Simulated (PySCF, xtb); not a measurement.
K(Cl) cation (ClK), SMILES [K][Cl] (connectivity only; charge and spin as stated), charge +1, multiplicity 2.

Harmonic wavenumbers (cm⁻¹) from GFN2-xTB in xtb at its own minimum, in rising order: 67.

What does B3LYP-D3(BJ)/def2-TZVPD run with PySCF give at its own minimum? (Estimate from the structure and the level; the computed values follow.)

79. Paired by order, the mean absolute difference is 12 cm⁻¹ and the zero-point energies are 0.1 and 0.1 kcal/mol.
